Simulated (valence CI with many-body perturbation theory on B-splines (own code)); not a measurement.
# Hf³¹⁺: calculated level list

Computed by valence CI with perturbative core correlation (CI+MBPT): five valence electrons over a frozen Dirac-Fock core [Kr], radial functions for each j: 7 s, 7 p, 8 d, 6 f, 4 g, 1 h, with the one-electron correlation potential Σ1 (screened to all orders), the two-electron term Σ2, the three-electron term Σ3, Breit, model QED; selected single and double excitations, second order for the rest, scaled by the run's own slope (own B-spline code, finite nucleus).

The last digits are not significant, and no measured levels were compared; by estimate large intervals hold to a few tenths of a per cent, small ones and those within an open d or f shell to about a per cent. Among the levels kept, up to 410 cm⁻¹ of a level comes from second order outside the variational space, and about a tenth of that is noise between levels of different J, which matters for small intervals. Only levels of the ground parity were solved; by the run's estimate the other parity begins above the list, which can be wrong where configurations are misplaced.

Levels 1 to 31 of 31, with energies above the lowest level, (4d3/2^4 4d5/2) J=5/2. "Leading %" is the weight of the configuration and term that name the level; weights of strongly mixed levels are sums over their largest components and can fall short, so below about 35 % the name and the second component can differ from the true leading terms, or belong to a minority configuration. In the jj column 3d3/2^4 stands for four electrons in 3d with j = 3/2.

```csv
No.,Configuration,Term,J,E (cm⁻¹),Leading %,g,Second component,Leading jj
1,4d5,4P,5/2,0,29,1.407,20 % 4d5 2D,4d3/2^4 4d5/2 (89 %)
2,4d5,6S,5/2,85031,39,1.324,23 % 4d5 2F,4d3/2^3 4d5/2^2 (82 %)
3,4d5,4G,7/2,120770,36,1.160,22 % 4d5 2F,4d3/2^3 4d5/2^2 (98 %)
4,4d5,4D,3/2,124430,41,1.206,31 % 4d5 4P,4d3/2^3 4d5/2^2 (97 %)
5,4d5,2H,11/2,128080,40,1.123,39 % 4d5 4G,4d3/2^3 4d5/2^2 (97 %)
6,4d5,4G,9/2,139140,36,1.146,25 % 4d5 2G,4d3/2^3 4d5/2^2 (93 %)
7,4d5,4D,5/2,146060,34,1.141,23 % 4d5 2D,4d3/2^3 4d5/2^2 (87 %)
8,4d5,4P,1/2,152240,48,1.813,24 % 4d5 2S,4d3/2^3 4d5/2^2 (84 %)
9,4d5,2F,7/2,161660,38,1.091,29 % 4d5 2G,4d3/2^3 4d5/2^2 (95 %)
10,4d5,2D,3/2,200650,55,0.786,24 % 4d5 4F,4d3/2^3 4d5/2^2 (78 %)
11,4d5,2D,5/2,205690,31,1.261,25 % 4d5 6S,4d3/2^2 4d5/2^3 (81 %)
12,4d5,4D,7/2,226450,52,1.217,38 % 4d5 4G,4d3/2^2 4d5/2^3 (97 %)
13,4d5,2I,11/2,231510,52,1.083,46 % 4d5 4G,4d3/2^2 4d5/2^3 (97 %)
14,4d5,4G,9/2,236420,55,1.147,38 % 4d5 2G,4d3/2^2 4d5/2^3 (93 %)
15,4d5,4D,1/2,243260,75,0.554,14 % 4d5 2S,4d3/2^2 4d5/2^3 (95 %)
16,4d5,2I,13/2,248610,100,1.073,,4d3/2^2 4d5/2^3 (100 %)
17,4d5,4P,3/2,250160,53,1.190,33 % 4d5 4F,4d3/2^2 4d5/2^3 (95 %)
18,4d5,2F,5/2,253970,41,1.017,28 % 4d5 4D,4d3/2^2 4d5/2^3 (94 %)
19,4d5,2H,9/2,271940,52,1.109,47 % 4d5 4F,4d3/2^2 4d5/2^3 (99 %)
20,4d5,2G,7/2,277060,61,0.988,34 % 4d5 2F,4d3/2^2 4d5/2^3 (99 %)
21,4d5,4F,5/2,280850,61,1.046,24 % 4d5 2D,4d3/2^2 4d5/2^3 (96 %)
22,4d5,2D,3/2,286100,87,0.839,7 % 4d5 4D,4d3/2^2 4d5/2^3 (79 %)
23,4d5,4P,1/2,299270,36,1.810,32 % 4d5 2P,4d3/2^2 4d5/2^3 (74 %)
24,4d5,2G,7/2,300970,43,1.046,38 % 4d5 2F,4d3/2^2 4d5/2^3 (92 %)
25,4d5,2G,9/2,323710,73,1.105,14 % 4d5 2H,4d3/2^2 4d5/2^3 (93 %)
26,4d5,4P,5/2,345290,35,1.259,22 % 4d5 2F,4d3/2 4d5/2^4 (88 %)
27,4d5,2P,3/2,365440,71,1.179,28 % 4d5 2D,4d3/2^2 4d5/2^3 (93 %)
28,4d5,4F,7/2,371330,31,1.192,30 % 4d5 2F,4d3/2 4d5/2^4 (98 %)
29,4d5,2D,5/2,372370,68,1.136,21 % 4d5 2F,4d3/2^2 4d5/2^3 (76 %)
30,4d5,2H,11/2,379650,58,1.070,26 % 4d5 2I,4d3/2 4d5/2^4 (98 %)
31,4d5,2D,3/2,381270,31,0.966,27 % 4d5 4D,4d3/2 4d5/2^4 (92 %)
```

The ionisation energy to 4d4 3P_0 of the next ion comes out as 1245.7 eV (NIST: 1245 ± 4 eV (theoretical)). All 31 levels together are meant to be complete up to 396750 cm⁻¹.
